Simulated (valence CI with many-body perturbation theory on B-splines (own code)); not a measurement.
The numbers below are computed, except where a source is named.
# Ga18+: magnetic and hyperfine properties of the levels

Level of theory: configuration interaction combined with many-body perturbation theory (CI+MBPT): three valence electrons over a frozen Dirac-Fock core [Ne], radial functions for each j: 11 s, 11 p, 10 d, 8 f, 5 g, 2 h, with the one-electron correlation potential Σ1, the two-electron term Σ2, the three-electron term Σ3, Breit, model QED; selected CI, second order for the rest, scaled by the run's own slope (own B-spline code, finite nucleus).

No measured levels were compared; by estimate levels of excited configurations hold to 0.05 to 0.15 % of their energy, terms of the ground configuration to about 0.5 %.

A/g_I is the dipole constant over the nuclear g factor μ/I (μ in nuclear magnetons, uniformly magnetised nucleus), B/Q the quadrupole constant per barn. Both hold the static response of the core; the bare values leave it out. Large factors of s and p1/2 electrons are usually good to 5 to 10 %; those of open d and f shells near neutrality can be off by tens of per cent, and small factors of p3/2, d and f electrons come from cancelling terms and can be off by a factor of two or in sign, in half-filled shells by more. B is blank for J = 1/2, where it vanishes, and for nearly pure S terms. Energies count from the lowest level.

Names give the largest LS component (configuration and term), which can be under half, so a name can repeat, a term be missing and a line seem to break the LS rules; names also repeat where a configuration has a term twice. Letters in brackets count levels of one name in rising energy.

```tsv
Level	E (cm⁻¹)	g	A/g_I (MHz)	A/g_I bare	B/Q (MHz/b)	B/Q bare
3s2.3p 2P°_1/2	0	0.664	50500	48200		
3s2.3p 2P°_3/2	46587	1.333	9810	9700	17300	16700
3s.3p2 4P_1/2	313720	2.640	102000	98500		
3s.3p2 4P_3/2	335350	1.726	42800	41400	14200	13700
3s.3p2 4P_5/2	356460	1.568	45100	43500	-14400	-13900
3s.3p2 2D_3/2	425610	0.815	-7510	-6910	21400	20700
3s.3p2 2D_5/2	435270	1.230	41700	39900	28300	27300
3s.3p2 2S_1/2	501540	1.395	76000	72500		
3s.3p2 2P_1/2	548810	1.299	109000	103000		
3s.3p2 2P_3/2	560260	1.319	-10300	-9080	-17000	-16400
3s2.3d 2D_3/2	645330	0.801	1280	1610	5050	5100
3s2.3d 2D_5/2	651400	1.199	7000	7040	7000	7070
3p3 2D°_3/2	799240	1.042	4610	4700	10500	10100
3p3 2D°_5/2	815770	1.198	19400	18900	-5470	-5210
3p3 4S°_3/2	824350	1.735	-3380	-1830	-3620	-3480
3s.3p.3d 4F°_3/2	878160	0.421	-16300	-15400	8130	8020
3s.3p.3d 4F°_5/2	888080	1.036	15200	14800	5820	5810
3p3 2P°_1/2	897340	0.664	43700	41400		
3s.3p.3d 4F°_7/2	903030	1.243	23100	22500	8460	8430
3p3 2P°_3/2	912550	1.339	6180	6610	-7940	-7650
3s.3p.3d 4F°_9/2	925870	1.333	23000	22400	21100	20700
3s.3p.3d 4P°_5/2	942420	1.488	26800	26100	7040	7020
3s.3p.3d 4D°_3/2	946540	1.359	16600	16500	4410	4300
3s.3p.3d 4D°_1/2	948430	0.251	-52000	-49300		
3s.3p.3d 4D°_7/2	973980	1.419	27700	27000	-9990	-9490
3s.3p.3d 4D°_5/2	975290	1.396	27300	26600	-6870	-6710
3s.3p.3d 4P°_1/2	976500	2.419	89600	86200		
3s.3p.3d 4P°_3/2	976590	1.509	31500	30700	-5260	-5240
3s.3p.3d 2D°_3/2 [a]	990980	0.859	-15100	-14000	-8340	-7940
3s.3p.3d 2D°_5/2 [a]	992740	1.223	29900	28900	-9000	-8510
3s.3p.3d 2F°_5/2 [a]	1016200	0.910	16200	15500	14700	14500
3s.3p.3d 2F°_7/2 [a]	1051200	1.142	2300	2620	21000	20600
3s.3p.3d 2P°_3/2 [a]	1096700	1.236	15100	14800	3570	3580
3s.3p.3d 2P°_1/2 [a]	1119500	0.662	-46100	-43600		
3s.3p.3d 2F°_7/2 [b]	1119600	1.145	23300	22500	20600	20200
3s.3p.3d 2F°_5/2 [b]	1125000	0.868	-10400	-9560	17700	17400
3s.3p.3d 2P°_1/2 [b]	1146600	0.661	10900	10700		
3s.3p.3d 2D°_3/2 [b]	1150500	1.013	28300	27000	-3030	-2760
3s.3p.3d 2D°_5/2 [b]	1155800	1.185	-6050	-5200	-12300	-11700
3s.3p.3d 2P°_3/2 [b]	1156400	1.208	1940	2460	-6180	-5940
```

**Question.** Take the isotope of mass number 71, with I = 3/2, μ = 2.56033 μN and Q = 0.107 b. What is the hyperfine structure of 3s.3p2 4P_3/2?

**Answer.** From the table A = 73000 MHz, B = 1520 MHz. Shifts from the centre of gravity in MHz: F = 0: -272000, F = 1: -200000, F = 2: -55900, F = 3: 165000.
